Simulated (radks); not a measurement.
Ni I, configuration [Ar] 3d8 4p2 (not the ground configuration).

Method: Dirac Kohn-Sham, BLYP, spin-unpolarised, spherical densities, point nucleus; open shells fill j = l - 1/2 first; computed with a radial shooting solver on a logarithmic mesh with Libxc functionals.

Energy parts (eV):
part                      energy
total                 -41377.292
kinetic                42049.180
electron-nucleus      -99312.897
Hartree                17614.923
exchange-correlation   -1728.497

Orbitals (lengths in bohr, moments of r in powers of bohr; <r^-3> diverges for s and p1/2; r(max) is where P^2 peaks; r(90%) holds 90 % of the orbital's charge):
[
 {"orbital": "1s1/2", "occ.": "2", "eigenvalue (eV)": "-8216.204", "r(90%)": "0.0966", "r(max)": "0.03539", "<r^-3>": "-", "<1/r>": "28.09"},
 {"orbital": "2s1/2", "occ.": "2", "eigenvalue (eV)": "-984.9510", "r(90%)": "0.379", "r(max)": "0.2046", "<r^-3>": "-", "<1/r>": "6.097"},
 {"orbital": "2p1/2", "occ.": "2", "eigenvalue (eV)": "-859.7950", "r(90%)": "0.349", "r(max)": "0.1629", "<r^-3>": "-", "<1/r>": "6.050"},
 {"orbital": "2p3/2", "occ.": "4", "eigenvalue (eV)": "-842.2935", "r(90%)": "0.354", "r(max)": "0.1656", "<r^-3>": "607.3", "<1/r>": "5.925"},
 {"orbital": "3s1/2", "occ.": "2", "eigenvalue (eV)": "-114.2721", "r(90%)": "1.11", "r(max)": "0.6394", "<r^-3>": "-", "<1/r>": "1.924"},
 {"orbital": "3p1/2", "occ.": "2", "eigenvalue (eV)": "-76.1937", "r(90%)": "1.19", "r(max)": "0.6415", "<r^-3>": "-", "<1/r>": "1.793"},
 {"orbital": "3p3/2", "occ.": "4", "eigenvalue (eV)": "-73.9800", "r(90%)": "1.21", "r(max)": "0.6492", "<r^-3>": "77.34", "<1/r>": "1.763"},
 {"orbital": "3d3/2", "occ.": "4", "eigenvalue (eV)": "-12.3615", "r(90%)": "1.74", "r(max)": "0.6271", "<r^-3>": "7.150", "<1/r>": "1.376"},
 {"orbital": "3d5/2", "occ.": "4", "eigenvalue (eV)": "-12.1191", "r(90%)": "1.75", "r(max)": "0.6300", "<r^-3>": "6.986", "<1/r>": "1.367"},
 {"orbital": "4p1/2", "occ.": "2", "eigenvalue (eV)": "-2.7166", "r(90%)": "5.86", "r(max)": "2.831", "<r^-3>": "-", "<1/r>": "0.3520"},
 {"orbital": "4p3/2", "occ.": "0", "eigenvalue (eV)": "-2.6385", "r(90%)": "5.94", "r(max)": "2.874", "<r^-3>": "2.745", "<1/r>": "0.3466"}
]

The highest occupied level is 4p1/2 at -2.717 eV. Summed over all electrons, <r^2> = 49.35 bohr^2, which gives a Langevin (diamagnetic) susceptibility term of -39.1 x 10^-6 cm^3/mol.
